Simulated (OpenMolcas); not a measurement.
**Levels of C2+ by method**

* Program: OpenMolcas 26.06
* Basis: ANO-R2 [4s4p2d1f]
* Scalar Hamiltonian: X2C, finite nucleus
* Active space: 2 electrons in 9 orbitals (RAS2 2s 2p; RAS3 3d, at most 2 electrons)
* State averaging: 2S+1 = 3 even, 3 roots; 2S+1 = 1 even, 7 roots; 2S+1 = 3 odd, 3 roots; 2S+1 = 1 odd, 3 roots
* Spin-orbit coupling: state interaction with AMFI integrals over the reference wave functions, term energies averaged over their components

Methods on the same reference wave functions:
A. RASSCF
B. SS-RASPT2, IPEA 0.25 Eh, imaginary shift 0.1 Eh (closed shells correlated: 1s)
C. MS-RASPT2, IPEA 0.25 Eh, imaginary shift 0.1 Eh (closed shells correlated: 1s)

Energies in cm-1 above 2s2 1S0, the measured ground level; measured values from Moore, Selected Tables of Atomic Spectra, NSRDS-NBS 3, section 3.

| Level | A | B | C | Measured |
| --- | --- | --- | --- | --- |
| 2s2 1S0 | 0.0 | 0.0 | 0.0 | 0.0 |
| 2s 2p 3P* 0 | 52132 | 52508 | 52522 | 52367 |
| 2s 2p 3P* 1 | 52158 | 52534 | 52548 | 52391 |
| 2s 2p 3P* 2 | 52210 | 52586 | 52600 | 52447 |
| 2s 2p 1P* 1 | 105032 | 103443 | 103457 | 102352 |
| 2p2 3P0 | 138526 | 137993 | 138007 | 137426 |
| 2p2 3P1 | 138552 | 138018 | 138033 | 137454 |
| 2p2 3P2 | 138604 | 138070 | 138084 | 137502 |
| 2p2 1D2 | 148246 | 146957 | 146971 | 145876 |
| 2p2 1S0 | 190720 | 184568 | 184597 | 182520 |

Deviations, from unrounded energies. A percentage is the sum of absolute deviations over the sum of measured energies, with the sign that they share, or ± where signs differ.

| Against measurement | Levels | A | B | C |
| --- | --- | --- | --- | --- |
| mean absolute deviation (cm-1) | 9 | 1900 | 700 | 720 |
| other configurations (%) | 9 | ±1.7 | +0.6 | +0.6 |

B, C lie about equally close to measurement and A furthest from it. The largest miss of B in the table is 2p2 1S0, by +2000 cm-1. The ranking rests on the paired levels alone, and a cruder setting can come out closer through cancelling errors.

Between B and C the level of the table that moves most is 2p2 1S0, by 29 cm-1 (lowest in B, highest in C).

The lowest spin-free term lies below A's lowest term by 0.012 hartree in B, 0.012 hartree in C.

Active for correlation alone: 3d; no level in the range computed is led by a configuration that fills it, so any true level of that kind is missing. Computed and measured levels are paired by configuration, term and J; levels that our copy of the source lacks, or whose pairing is in doubt (as where it misses far off the trend of its configuration), stay unpaired and out of the deviations. Levels of configurations outside the active space are missing.

* marks odd parity.
